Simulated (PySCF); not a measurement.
A PySCF script (with the pyscf-properties extension) for the NMR shieldings of `CC[SiH2][C@H](F)[SiH2]CCl`, C4H12ClFSi2, on a GFN2-xTB geometry:

```python
import basis_set_exchange as bse
import numpy as np
from pyscf import gto, dft
from pyscf.prop import nmr

atoms = """
C    -2.934381    1.033541   -0.141469
C    -2.578020   -0.310982   -0.772164
Si   -1.048412   -1.141872   -0.002069
C     0.458485    0.044082   -0.122024
F     0.565341    0.478338   -1.454472
Si    2.165340   -0.661964    0.381542
C     3.464821    0.658846   -0.081568
Cl    5.086467    0.051218    0.350347
H    -2.135595    1.754434   -0.296880
H    -3.841762    1.437447   -0.587107
H    -3.098072    0.928442    0.928821
H    -2.415053   -0.165393   -1.841831
H    -3.433391   -0.982966   -0.680579
H    -0.725927   -2.373843   -0.724278
H    -1.236911   -1.406669    1.428727
H     0.251866    0.957607    0.446742
H     2.455353   -1.877429   -0.375630
H     2.174511   -0.880551    1.827458
H     3.335341    1.598243    0.452343
H     3.484849    0.870151   -1.148644
"""
names = dict.fromkeys(["C", "Si", "F", "Cl", "H"], "pcSseg-1")
basis = {el: gto.basis.parse(bse.get_basis(n, elements=[el], fmt="nwchem")) for el, n in names.items()}
mol = gto.M(atom=atoms, basis=basis, charge=0, verbose=0)
mf = dft.RKS(mol, xc="PBE0")
mf.grids.level = 2
mf.grids.alignment = dft.numint.BLKSIZE   # the property module wants whole blocks of grid points
mf.conv_tol = 1e-9
mf.kernel()

calc = nmr.RKS(mf)   # GIAO
C = mf.mo_coeff
Co = C[:, mf.mo_occ > 0]
resp = mf.gen_response(singlet=True, hermi=2)
def vind(x):   # induced exchange potential for any number of trial vectors
    d = np.einsum("pi,xij,qj->xpq", C, 2 * x.reshape(-1, C.shape[1], Co.shape[1]), Co, optimize=True)
    return np.einsum("xpq,pi,qj->xij", resp(d - d.transpose(0, 2, 1)), C, Co, optimize=True).ravel()
mo1, _ = nmr.rhf.solve_mo1(calc, with_cphf=vind)
sigma = calc.kernel(mo1)
for i, s in enumerate(sigma):   # ppm
    print("%2d %-2s %9.2f" % (i, mol.atom_pure_symbol(i), np.trace(s) / 3))
```

Question: What are the results?

Answer: 
```
 0 C     176.17
 1 C     182.83
 2 Si    389.72
 3 C     105.81
 4 F     478.99
 5 Si    389.32
 6 C     157.93
 7 Cl    939.89
 8 H      30.49
 9 H      30.20
10 H      30.78
11 H      30.48
12 H      30.90
13 H      27.41
14 H      27.76
15 H      26.41
16 H      27.38
17 H      27.56
18 H      28.57
19 H      28.24
```

These numbers come from an equivalent density-fitted implementation of the same equations, which agrees with the script to about 0.01 ppm for H and up to a few tenths of a ppm for heavy atoms, so last digits may differ.

Question: Turn these shieldings into chemical shifts. δ = σ(ref) − σ, references computed at the same level: 13C (σref 186.93), 29Si (σref 349.16), 1H (σref 31.72) against TMS; 19F (σref 170.95) against CFCl3; HCl for 35Cl (σref 949.78).

Answer: Averaging equivalent atoms: C 3: 81.1; C 6: 29.0; C 0: 10.8; C 1: 4.1; Si 5: -40.2; Si 2: -40.6; F 4: -308.0; Cl 7: 10; H 15: 5.31; H 16: 4.34; H 13: 4.31; H 17: 4.15; H 14: 3.96; H 19: 3.48; H 18: 3.15; H 11: 1.24; H 8/9/10: 1.23; H 12: 0.82 ppm. Unscaled 19F shifts against computed CFCl3 carry errors that often reach 10 to 50 ppm.

Size and cost of the density-fitted run: 217 basis functions, 3 min wall time (2.3 min CPU) on 1 thread of an Intel Xeon, shared host; peak memory 1 GiB.
